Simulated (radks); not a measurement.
Values are calculated unless marked as measured or tabulated.
Spherical quantum dot in the effective-mass picture: electrons in a hard-walled sphere of radius 7.51, with a point charge +2 (a donor) at the centre, all in effective atomic units (hartree* = m*/eps^2 hartree, bohr* = eps/m* bohr), one dielectric constant everywhere. Level of theory: non-relativistic Kohn-Sham, exchange-only LDA, spin-polarised, spherical densities (a radial shooting solver with Libxc functionals). Levels are named by radial order and angular momentum (1s, 1p, 1d, 2s, ...), and open shells are averaged over m.

N = 21, configuration 1s2 1p6 1d10 2s2 1f(up 1, down 0). This is the lowest configuration that the search found. Occupied and some empty levels:

| level | occupation | eigenvalue (hartree*) | <r> (bohr*) |
|---|---|---|---|
| 1s down | 1 | 2.9891 | 1.035 |
| 1s up | 1 | 2.9891 | 1.039 |
| 2s up | 1 | 3.1736 | 5.426 |
| 2s down | 1 | 3.1819 | 5.421 |
| 1p up | 3 | 3.2064 | 5.518 |
| 1p down | 3 | 3.2148 | 5.510 |
| 1d up | 5 | 3.2777 | 5.628 |
| 1d down | 5 | 3.2865 | 5.624 |
| 1f up | 1 | 3.3784 | 5.726 |
| 1f down | 0 | 3.3874 | 5.723 |
| 1g up | 0 | 3.5065 | 5.815 |
| 1g down | 0 | 3.5156 | 5.813 |
| 2p up | 0 | 3.6710 | 3.745 |
| 2p down | 0 | 3.6741 | 3.738 |
| 2d up | 0 | 3.8597 | 4.276 |
| 2d down | 0 | 3.8639 | 4.270 |

Energy (hartree*): total 30.1892, kinetic 9.0454, external -13.585, Hartree 39.047, exchange-correlation -4.3187.
